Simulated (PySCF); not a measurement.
Species: C2H9GeNO.
Cartesian coordinates in Å at the PBE0-D3(BJ)/def2-SVP level; atoms count from 1:
```
atom  x, y, z in Å
C1    -2.346    0.484    0.128
C2    -1.175   -0.461   -0.013
O3     0.019    0.276   -0.017
Ge4    1.597   -0.564   -0.104
N5     2.938    0.657   -0.048
H6    -3.299   -0.067    0.132
H7    -2.360    1.202   -0.705
H8    -2.266    1.053    1.066
H9    -1.282   -1.050   -0.948
H10   -1.188   -1.195    0.820
H11    1.672   -1.323   -1.442
H12    1.716   -1.490    1.122
H13    2.990    1.193    0.814
H14    2.963    1.300   -0.835
```

The calculation used core-valence-separated Tamm–Dancoff BHandHLYP/aug-pcX-1 (pcseg-1 on H, def2-SVPD on Ge) in PySCF, non-relativistic, gas phase, PBE0-D3(BJ)/def2-SVP geometry. BHandHLYP without relativity tends to put these K edges a few eV too low, so spacings mean more than positions.

The lowest roots of each edge with f over 0.003 (five at most, numbered afresh; weaker and dark ones are left out), with transition dipoles (au) in the frame of the coordinates:

```json
{"root": "1", "edge": "C", "E (eV)": "285.32", "f": "0.0101", "μx": "0.0359", "μy": "-0.0123", "μz": "-0.0032"}
{"root": "2", "edge": "C", "E (eV)": "285.97", "f": "0.0229", "μx": "0.0368", "μy": "0.0436", "μz": "0.0031"}
{"root": "3", "edge": "C", "E (eV)": "286.09", "f": "0.0258", "μx": "0.0026", "μy": "-0.0060", "μz": "0.0603"}
{"root": "4", "edge": "C", "E (eV)": "286.46", "f": "0.0080", "μx": "-0.0061", "μy": "-0.0331", "μz": "-0.0021"}
{"root": "5", "edge": "C", "E (eV)": "286.74", "f": "0.0260", "μx": "0.0232", "μy": "0.0562", "μz": "0.0029"}
{"root": "6", "edge": "N", "E (eV)": "399.02", "f": "0.0065", "μx": "0.0185", "μy": "-0.0179", "μz": "-0.0014"}
{"root": "7", "edge": "N", "E (eV)": "400.29", "f": "0.0371", "μx": "-0.0476", "μy": "-0.0374", "μz": "-0.0112"}
{"root": "8", "edge": "N", "E (eV)": "400.30", "f": "0.0363", "μx": "0.0065", "μy": "0.0099", "μz": "-0.0597"}
{"root": "9", "edge": "N", "E (eV)": "400.51", "f": "0.0156", "μx": "-0.0187", "μy": "0.0351", "μz": "0.0025"}
{"root": "10", "edge": "N", "E (eV)": "401.37", "f": "0.0043", "μx": "-0.0067", "μy": "-0.0198", "μz": "-0.0013"}
{"root": "11", "edge": "O", "E (eV)": "532.06", "f": "0.0231", "μx": "0.0268", "μy": "-0.0324", "μz": "-0.0028"}
{"root": "12", "edge": "O", "E (eV)": "533.00", "f": "0.0048", "μx": "-0.0023", "μy": "-0.0190", "μz": "-0.0016"}
{"root": "13", "edge": "O", "E (eV)": "534.09", "f": "0.0138", "μx": "-0.0287", "μy": "-0.0146", "μz": "-0.0041"}
{"root": "14", "edge": "O", "E (eV)": "534.16", "f": "0.0069", "μx": "-0.0036", "μy": "-0.0041", "μz": "0.0224"}
{"root": "15", "edge": "O", "E (eV)": "534.47", "f": "0.0117", "μx": "-0.0293", "μy": "-0.0057", "μz": "0.0008"}
```

Q: Molecules are fixed in this frame and the field points along y. What effective strengths 3 f cos²θ do the roots have (θ between field and μ)?

A: root 1 (C1): 0.003, root 2 (C1): 0.040, root 3 (C1): 0.001, root 4 (C1): 0.023, root 5 (C2): 0.066, root 6 (N5): 0.009, root 7 (N5): 0.041, root 8 (N5): 0.003, root 9 (N5): 0.036, root 10 (N5): 0.012, root 11 (O3): 0.041, root 12 (O3): 0.014, root 13 (O3): 0.008, root 14 (O3): 0.001, root 15 (O3): 0.001. Root 5 is the strongest. Averaged over all orientations cos²θ is 1/3, which gives f back.

 The BHandHLYP/aug-pcX-1 (pcseg-1 on H, def2-SVPD on Ge) calculation is non-relativistic and has no spin–orbit coupling, an omission that weighs most on germanium.

One conformer stands for the species.
